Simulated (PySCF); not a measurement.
Cost of one run: core-ionisation job, `N(B)(B)BSC`.

Method: delta-SCF UKS PBE0, pcX-2 on the ionised atom, pcseg-1 elsewhere, spin-free X2C (PySCF 2.14.0). Geometry: PBE0-D3(BJ)/def2-SVP. Work: ΔSCF core ionisation, 6 holes, density fitting. The command runs a driver script over a list of jobs; the input below is this job's line of settings and its coordinates in Å.

Command:
```bash
OMP_NUM_THREADS=1 python probes_run.py task.json out
```

Input:
```
{"job": {"kind": "xps", "xc": "PBE0"}, "charge": 0, "multiplicity": 1}
B     -2.462032    -0.005414    -0.873335
N     -1.321041     0.167748    -0.015051
B     -1.526709     0.527760     1.362978
B      0.012795    -0.028733    -0.570596
S      1.486736     0.202930     0.409692
C      2.795644    -0.172229    -0.794098
H     -3.567121     0.154082    -0.416063
H     -2.299866    -0.305289    -2.031787
H     -0.575913     0.683058     2.090609
H     -2.651485     0.668323     1.775589
H      0.134160    -0.355726    -1.726010
H      3.752645    -0.097978    -0.261186
H      2.788764     0.551871    -1.618683
H      2.684761    -1.189849    -1.190073
```

Hardware: one thread of an Arm Neoverse N1, shared host. PySCF's memory limit was set to 1760 MB.

Task: How large is the largest of the mixed bases?

Result: 170 functions.

Task: Which is nearest to the wall time?
A. 79 s
B. 1.3 s
C. 9.9 s

Result: A. The run took 79 s. The run took 89 SCF cycles in all, 13 s a hole on average.

Task: Estimate the peak memory.

Result: About 0.66 GiB. Peak memory is the resident size of the whole Python process, interpreter and libraries included.

Task: At this speed, how long would 20000 such jobs take on 8 cores, one job a core?

Result: 20000/8 gives 2500 rounds of 79 s, about 55 h of wall time and 440 core-hours, if the jobs don't slow each other.

Other jobs ran on the host; a repeat could differ by tens of per cent or more.
